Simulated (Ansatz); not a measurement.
The lowest singlet and triplet of CH3N (SMILES [CH]N); geometries from B3LYP-D3(BJ)/def2-TZVP, each state relaxed from the structure named, with no frequency check.
Singlet (charge 0, multiplicity 1):
```xyz
5

C      0.6931    -0.3712     0.0187
N     -0.5029     0.1518    -0.0070
H      1.4062     0.4728    -0.0309
H     -0.7299     1.1450    -0.0621
H     -1.3144    -0.4527     0.0295
```
Triplet (charge 0, multiplicity 3):
```xyz
5

C      0.721    -0.147     0.278
N     -0.539     0.105    -0.184
H      1.627    -0.114    -0.328
H     -0.996     0.942     0.159
H     -1.183    -0.678    -0.211
```

A positive gap puts the triplet lower; no zero-point energy. R- takes a restricted singlet. U- takes an unrestricted singlet (broken symmetry where lower, unprojected). The triplet is unrestricted in single-reference levels. Active spaces average the two states.

Cores are frozen in the correlated methods.

The values were computed with Ansatz (Gaussian orbitals). Each number belongs to the level named beside it.

```
level                                   gap E(singlet) − E(triplet), adiabatic (eV)
--------------------------------------  -------------------------------------------
U-PBE0/def2-TZVPP                                                            -1.268
R-MP2/cc-pVDZ                                                                -1.402
R-MP2/cc-pVTZ                                                                -1.485
U-SCS-MP2/cc-pVQZ                                                            -1.685
R-CCSD/cc-pVTZ                                                               -1.448
R-CCSD(T)/cc-pVDZ                                                            -1.471
R-CCSDT/cc-pVDZ                                                              -1.471
SA-CASSCF(2,2)/cc-pVDZ                                                          [?]
FIC-MRCISD+Q on SA-CASSCF(2,2)/cc-pVTZ                                       -1.498
```

Q: Complete the blanks.

A: 
- SA-CASSCF(2,2)/cc-pVDZ, gap E(singlet) − E(triplet), adiabatic (eV): -0.991

Ansatz is a quantum-chemistry and plane-wave program.
